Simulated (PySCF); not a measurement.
## Two-component Hartree-Fock for Ni³⁺ (nickel, charge +3)

Start: [Ar] 3d7; 3d3/2 filled at m_j = -3/2, -1/2, +1/2, +3/2; 3d5/2 filled at m_j = +1/2, +3/2, +5/2. Calculated with PySCF 2.14 in x2c-QZVPPall-2c (11s9p6d4f2g, 114 functions): generalised Hartree-Fock with the X2C-1e Hamiltonian and a Gaussian nucleus; one run each with spin-orbit coupling (SO) switched off, then screened by Boettger's factors.

```csv
spinor shell,electrons,"ε, spin-free (eV)","ε, screened SO (eV)",weight of nominal j (screened SO),"rms radius, screened SO (bohr)"
1s1/2,2,-8443.1,-8443.0,1.000,0.0624
2s1/2,2,-1091.6,-1091.5,1.000,0.265
2p1/2,2,-940.81,-953.35,0.995,0.236
2p3/2,4,-940.81,-934.64,0.998,0.239
3s1/2,2,-175.51,-175.49,1.000,0.789
3p1/2,2,-128.98,-134.86,0.646,0.828
3p3/2,4,-128.98,-126.03,0.823,0.838
3d5/2,3,-59.006,-60.295,0.782,0.978
3d3/2,4,-59.006,-58.051,0.704,0.993
```

```csv
quantity,spin-free,screened SO
E (hartree),-1517.05992,-1517.09880
M_J,9/2,9/2
⟨J²⟩,24.756,24.756
⟨L²⟩,12.003,12.028
⟨S²⟩,3.752,3.744
```

Each row is a mean over spinors that exchange with the open shell spreads, by up to 13.353 eV (3p3/2).

Rows whose weight is well below 1 are mixtures of j = l ± 1/2: exchange outweighs spin-orbit coupling there, and the label is only the starting occupation.

Without spin-orbit coupling the j labels of p, d and f shells carry no meaning; the spin-free column gives the mean over the occupied spinors of each nl shell.
